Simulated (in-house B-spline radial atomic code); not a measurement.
## RPA and G0W0 on LDA exchange-only: Ne VII (Ne6+)

Configuration [He] 2s2, mean-field start LDA exchange-only. Computed with an all-electron radial atomic-structure program (B-spline basis): all electrons, scalar-relativistic (spin-free one-electron X2C), finite nucleus, each spin shell either full or empty, empty states to l = 9 with an (l + 1/2)⁻⁴ tail; G0W0 by contour deformation at full frequency.

Command:
```bash
python run_gw.py task.json out
```
Settings (radii: box in bohr, nucleus in fm):
```
Z                        10
electrons                4
configuration            [He] 2s2
hamiltonian              x2c
method                   lda,
lmax                     9
rms_radius               3.0055
spin_polarised           False
box_radius               9.29
intervals                68
ion_configuration        [He] 2s1
```

Run time, properties included: 1.4 s on 1 thread of Arm Neoverse V2 (shared host).

Energies (hartree):

```tsv
term	value
mean-field total	-109.29042
Hartree-Fock functional on these orbitals	-110.24399
direct second order	-0.4535
second-order exchange	0.22332
SOSEX correction	0.15508
```

(1) What is the RPA correlation energy, and what remains with SOSEX?

Quasi-particle levels (eV):

```json
{"level": "2s", "occupied": "yes", "mean field": "-189.78", "Σx - vxc": "-14.43", "Σc": "?", "QP weight": "?", "G0W0": "?"}
{"level": "2p", "occupied": "no", "mean field": "-172.04", "Σx - vxc": "15.03", "Σc": "-1.57", "QP weight": "0.971", "G0W0": "-158.58"}
```

G0W0 = mean field + (Σx - vxc) + Σc, with Σc (partial-wave tail included) taken at the quasi-particle energy. Levels of low weight are left out.

(2) Where does G0W0 put 2s?

(3) What does it cost to remove one electron (to [He] 2s1) by differences of total energies, each species on its own start (correlation terms add to the Hartree-Fock functional)?

Answers

(1) RPA gives -0.31566 hartree (-2.15 eV per electron); RPA + SOSEX gives -0.16058, and the second-order doubles -0.23018 hartree (no singles). SOSEX takes back 49 % of the RPA value.

(2) At -207.37 eV, with Σc = -3.16 eV and a quasi-particle weight of 0.951. The tabulated removal energy is 207.271 ± 0.012 eV (NIST, measured).

(3) LDA exchange-only 202.39 eV, Hartree-Fock functional 203.78 eV, + RPA 207.73 eV, + RPA + SOSEX 206.77 eV, + second order 208.61 eV. Tabulated: 207.271 ± 0.012 eV (NIST, measured).
